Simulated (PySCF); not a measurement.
## Peak assignment

Bonds: C1-C2, C2-Si3, Si3-C4, Si3-C5, C5-C6, C6-C7, C7-N8, C6-C9, C9-Si3. C1 carries H10; C4 carries H11, H12, H13; C5 carries H14, H15; C6 carries H16; C7 carries H17; N8 carries H18; C9 carries H19, H20.

[PySCF 2.14.0 with density-fitted response routines: NMR shieldings at PBE0/pcSseg-1/GIAO; structure optimised with GFN2-xTB; relativity neglected; fast rotation and ring inversion assumed for equivalent nuclei; gas phase; one computed conformer]

Shifts are taken against calculated references (same method and geometry level): ¹³C (σ = 186.93 ppm), ¹H (σ = 31.72 ppm) against TMS.

Q: Assign these signals to the numbered atoms. ¹³C{¹H} NMR (computed): δ 180.7 (CH), 105.2 (CH), 91.6 (C), 39.7 (CH), 22.1 (CH2), 2.1 (CH3).

A: 
| δ (ppm) | atoms | environment | reason |
| --- | --- | --- | --- |
| 180.7 | C7 | carbon bonded to C, N, H | – |
| 105.2 | C1 | carbon bonded to C, H | – |
| 91.6 | C2 | carbon bonded to C, Si | – |
| 39.7 | C6 | carbon bonded to 3 C, H | – |
| 22.1 | C5/C9 | carbon bonded to C, Si, 2 H | – |
| 2.1 | C4 | carbon bonded to Si, 3 H | – |

Q: Assign these signals to the numbered atoms. ¹H NMR (600 MHz, computed): δ 10.43 (br s, 1H), 8.18 (d, 1H), 3.12 (m, 1H), 2.15 (s, 1H), 1.89 (m, 2H), 1.25 (m, 2H), 0.42 (s, 3H).

A: 
10.43 → H18, hydrogen on a nitrogen bonded to C
8.18 → H17, hydrogen on a carbon bonded to C, N
3.12 → H16, hydrogen on a carbon bonded to 3 C
2.15 → H10, hydrogen on a carbon bonded to C
1.89 → H14/H20, hydrogen on a carbon bonded to C, Si
1.25 → H15/H19, hydrogen on a carbon bonded to C, Si
0.42 → H11/H12/H13, hydrogen on a carbon bonded to Si

Exchangeable OH/NH protons stand at their gas-phase positions; hydrogen bonding in a real sample shifts them, mostly to higher δ. Shifts are as computed. Against solution values, carbons near 30 ppm lie about +3 ppm off and those near 130 ppm about +5 ppm. Of 1211 compounds with measured shifts, 218 miss one by over three times the rms of a fit or turn the order of signals round; such compounds aren't used in these exercises. Multiplicities follow the n + 1 count of equivalent neighbours, as no J values were calculated; m marks all less simple cases, F and P coupling included.
